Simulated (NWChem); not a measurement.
Everything below was run with NWChem. System: H₃ClSi, charge 1, spin multiplicity 2, at the geometry of a parent with another charge or spin, in a state set for the comparison that need not be this species' ground state. Its SCF solution wasn't tested for a lower state. Level: UB3LYP/aug-pcseg-1, VWN1-RPA local correlation.

Part of the output:

```
             Northwest Computational Chemistry Package (NWChem) 7.3.0
             --------------------------------------------------------

                                NWChem Input Module
                                -------------------

 Scaling coordinates for geometry "geometry" by  1.889725989
 (inverse scale =  0.529177249)

 Turning off AUTOSYM since
 SYMMETRY directive was detected!

                             Geometry "geometry" -> ""
                             -------------------------

 Output coordinates in angstroms (scale by  1.889725989 to convert to a.u.)

  No.       Tag          Charge          X              Y              Z
 ---- ---------------- ---------- -------------- -------------- --------------
    1 Si                  14.0000     0.99679100     0.02791900     0.00000000
    2 Cl                  17.0000    -1.08323900    -0.03034100     0.00000000
    3 H                    1.0000     1.46681700     0.75066600     1.22853900
    4 H                    1.0000     1.46681700     0.75066600    -1.22853900
    5 H                    1.0000     1.52635400    -1.37639800     0.00000000

 Effective nuclear repulsion energy (a.u.)      85.1711654497

            Nuclear Dipole moment (a.u.)
            ----------------------------
        X                 Y               Z
 ---------------- ---------------- ----------------
    -0.0000018897     0.0000056692     0.0000000000

      Symmetry information
      --------------------

 Group name             Cs
 Group number              2
 Group order               2
 No. of unique centers     4

      Symmetry unique atoms

     1    2    3    5


 Summary of "ao basis" -> "" (spherical)
 ------------------------------------------------------------------------------
       Tag                 Description            Shells   Functions and Types
 ---------------- ------------------------------  ------  ---------------------
 *                        aug-pcseg-1                 on all atoms

                                 NWChem DFT Module
                                 -----------------

 Summary of "ao basis" -> "ao basis" (spherical)
 ------------------------------------------------------------------------------
       Tag                 Description            Shells   Functions and Types
 ---------------- ------------------------------  ------  ---------------------
 Si                       aug-pcseg-1               11       27   5s4p2d
 Cl                       aug-pcseg-1               11       27   5s4p2d
 H                        aug-pcseg-1                5        9   3s2p

 Summary of "ao basis" -> "ao basis" (spherical)
 ------------------------------------------------------------------------------
       Tag                 Description            Shells   Functions and Types
 ---------------- ------------------------------  ------  ---------------------
 Si                       aug-pcseg-1               11       27   5s4p2d
 Cl                       aug-pcseg-1               11       27   5s4p2d
 H                        aug-pcseg-1                5        9   3s2p

      Symmetry analysis of basis
      --------------------------

        a'         54
        a"         27

            General Information
            -------------------
          SCF calculation type: DFT
          Wavefunction type:  spin polarized.
          No. of atoms     :     5
          No. of electrons :    33
           Alpha electrons :    17
            Beta electrons :    16
          Charge           :     1
          Spin multiplicity:     2
          Use of symmetry is: on ; symmetry adaption is: on
          Maximum number of iterations: 100
          AO basis - number of functions:    81
                     number of shells:    37
          Convergence on energy requested:  1.00D-06
          Convergence on density requested:  1.00D-05
          Convergence on gradient requested:  5.00D-04

              XC Information
              --------------
                         B3LYP Method XC Potential
                     Hartree-Fock (Exact) Exchange  0.200
                        Slater Exchange Functional  0.800 local
                    Becke 1988 Exchange Functional  0.720 non-local
[...]
    65      0.731875  4 H  s                 11      0.575777  1 Si pz
    57     -0.544497  3 H  s                 66      0.544497  4 H  s
    17      0.269470  1 Si pz                55     -0.218366  3 H  s
    64      0.218366  4 H  s                 38     -0.186447  2 Cl pz

                     DFT Final Beta Molecular Orbital Analysis
                     -----------------------------------------

 Vector   14  Occ=1.000000D+00  E=-6.315619D-01  Symmetry=a'
              MO Center= -2.2D-01, -1.8D-01, -2.6D-12, r^2= 2.5D+00
   Bfn.  Coefficient  Atom+Function         Bfn.  Coefficient  Atom+Function
  ----- ------------  ---------------      ----- ------------  ---------------
    37      0.625930  2 Cl py                10      0.335344  1 Si py
    40      0.267798  2 Cl py                34     -0.238625  2 Cl py
    73     -0.206078  5 H  s                  7     -0.127015  1 Si py
    55      0.086553  3 H  s                 64      0.086553  4 H  s
    23      0.054906  1 Si d -2              74     -0.052406  5 H  s

 Vector   15  Occ=1.000000D+00  E=-6.181541D-01  Symmetry=a"
              MO Center=  3.9D-01,  2.7D-01,  2.6D-12, r^2= 2.8D+00
   Bfn.  Coefficient  Atom+Function         Bfn.  Coefficient  Atom+Function
  ----- ------------  ---------------      ----- ------------  ---------------
    38      0.448437  2 Cl pz                11      0.426901  1 Si pz
    55      0.241187  3 H  s                 64     -0.241187  4 H  s
    41      0.210854  2 Cl pz                35     -0.173672  2 Cl pz
     8     -0.161943  1 Si pz                56      0.084376  3 H  s
    65     -0.084376  4 H  s                 26     -0.059065  1 Si d  1

 Vector   16  Occ=1.000000D+00  E=-5.693670D-01  Symmetry=a'
              MO Center=  5.4D-01, -3.4D-01,  1.4D-15, r^2= 3.1D+00
   Bfn.  Coefficient  Atom+Function         Bfn.  Coefficient  Atom+Function
  ----- ------------  ---------------      ----- ------------  ---------------
    37      0.502977  2 Cl py                10     -0.382340  1 Si py
    73      0.340661  5 H  s                 40      0.237877  2 Cl py
    34     -0.188750  2 Cl py                55     -0.160812  3 H  s
    64     -0.160812  4 H  s                  7      0.142452  1 Si py
    74      0.135314  5 H  s                 13     -0.077143  1 Si py

 Vector   17  Occ=0.000000D+00  E=-5.172536D-01  Symmetry=a"
              MO Center= -8.2D-02,  2.0D-01, -3.6D-16, r^2= 3.1D+00
   Bfn.  Coefficient  Atom+Function         Bfn.  Coefficient  Atom+Function
  ----- ------------  ---------------      ----- ------------  ---------------
    38      0.633765  2 Cl pz                41      0.318974  2 Cl pz
    11     -0.257635  1 Si pz                35     -0.241112  2 Cl pz
    55     -0.240007  3 H  s                 64      0.240007  4 H  s
    56     -0.125258  3 H  s                 65      0.125258  4 H  s
     8      0.097662  1 Si pz                14     -0.062505  1 Si pz

 Vector   18  Occ=0.000000D+00  E=-2.452352D-01  Symmetry=a'
              MO Center=  6.9D-01,  5.8D-02,  2.8D-15, r^2= 4.1D+00
   Bfn.  Coefficient  Atom+Function         Bfn.  Coefficient  Atom+Function
  ----- ------------  ---------------      ----- ------------  ---------------
     5      1.010420  1 Si s                  4      0.924582  1 Si s
    12     -0.797629  1 Si px                 9     -0.627742  1 Si px
    32     -0.625251  2 Cl s                 39     -0.481565  2 Cl px
    31     -0.461568  2 Cl s                 36     -0.414300  2 Cl px
     3      0.297072  1 Si s                 57     -0.265883  3 H  s

 Vector   19  Occ=0.000000D+00  E=-1.863553D-01  Symmetry=a'
              MO Center=  8.6D-01,  2.7D-01,  2.6D-14, r^2= 6.1D+00
   Bfn.  Coefficient  Atom+Function         Bfn.  Coefficient  Atom+Function
  ----- ------------  ---------------      ----- ------------  ---------------
     4      0.821291  1 Si s                 56     -0.670230  3 H  s
    65     -0.670230  4 H  s                  3      0.541864  1 Si s
    13      0.475173  1 Si py                 5     -0.466458  1 Si s
    75      0.398909  5 H  s                 10      0.350209  1 Si py
    12      0.325409  1 Si px                57     -0.262623  3 H  s

   alpha - beta orbital overlaps
   -----------------------------

   alpha      1      2      3      4      5      6      7      8      9     10
    beta      1      2      3      5      4      6      7      8      9     10
 overlap   1.000  1.000  1.000  1.000  1.000  1.000  1.000  1.000  1.000  1.000

   alpha     11     12     13     14     15     16     17     18     19     20
    beta     11     12     13     15     14     17     16     18     19     21
 overlap   0.999  0.997  0.989  0.953  0.992  0.954  0.995  0.998  0.996  0.997

   alpha     21     22     23     24     25     26     27     28     29     30
    beta     20     22     23     24     26     25     27     28     29     30
 overlap   1.000  0.995  1.000  0.997  0.998  0.994  0.995  0.999  0.933  0.929

   alpha     31     32     33     34     35     36     37     38     39     40
    beta     31     33     32     35     34     36     37     38     39     41
 overlap   0.998  0.998  0.999  0.997  0.990  0.995  0.999  0.998  0.995  0.999

   alpha     41     42     43     44     45     46     47     48     49     50
    beta     40     42     43     44     45     46     47     49     48     51
 overlap   0.997  0.998  0.999  0.995  0.995  0.986  0.995  0.993  0.986  0.995

   alpha     51     52     53     54     55     56     57     58     59     60
    beta     50     53     52     54     57     55     56     58     59     60
 overlap   1.000  0.997  1.000  0.999  0.998  1.000  1.000  0.999  1.000  0.999

   alpha     61     62     63     64     65     66     67     68     69     70
    beta     61     62     63     64     65     66     68     67     69     70
 overlap   0.999  0.998  0.999  0.979  0.999  0.943  0.999  0.985  0.963  1.000

   alpha     71     72     73     74     75     76     77     78     79     80
    beta     71     72     73     74     75     76     77     78     79     80
 overlap   0.998  0.999  0.994  0.993  0.989  0.977  0.982  0.997  0.999  1.000

   alpha     81
    beta     81
 overlap   0.999

     --------------------------
     Expectation value of S2:
     --------------------------
      <S2> =      0.7570 (Exact =     0.7500)

 center of mass
 --------------
 x =  -0.15748131 y =  -0.00441114 z =   0.00000000

 moments of inertia (a.u.)
 ------------------
          21.929868081741          -7.203392345849           0.000000000000
          -7.203392345849         278.897272660573           0.000000000000
           0.000000000000           0.000000000000         279.099094066808

     Multipole analysis of the density
     ---------------------------------

     L   x y z        total         alpha         beta         nuclear
     -   - - -        -----         -----         ----         -------
     0   0 0 0      1.000000    -17.000000    -16.000000     34.000000

     1   1 0 0      0.796327      0.473492      0.322837     -0.000002
     1   0 1 0      0.234348     -0.110007      0.344349      0.000006
     1   0 0 1     -0.000000      0.000000     -0.000000      0.000000

     2   2 0 0    -11.403110    -81.211293    -74.788023    144.596206
     2   1 1 0      0.918691     -2.173512     -0.656171      3.748374
     2   1 0 1      0.000000     -0.000000      0.000000      0.000000
     2   0 2 0    -17.676527    -14.850615    -13.710632     10.884721
     2   0 1 1      0.000000      0.000000     -0.000000      0.000000
     2   0 0 2    -15.870789    -15.122339    -11.528122     10.779672

 Task  times  cpu:        7.0s     wall:        7.0s

 Total times  cpu:        7.0s     wall:        7.0s
```

Task: Write an NWChem input that would produce this output.

Result: This is not unique; one that fits is 
```
start mol
memory heap 200 mb stack 900 mb global 1100 mb
charge 1
geometry units angstroms nocenter noautoz
  Si     0.996791     0.027919     0.000000
  Cl    -1.083239    -0.030341     0.000000
  H      1.466817     0.750666     1.228539
  H      1.466817     0.750666    -1.228539
  H      1.526354    -1.376398     0.000000
  symmetry group Cs
end
basis spherical
  * library aug-pcseg-1
end
dft
  xc b3lyp
  odft
  mult 2
  semidirect memsize 60000000 filesize 0
  iterations 100
end
task dft energy
```
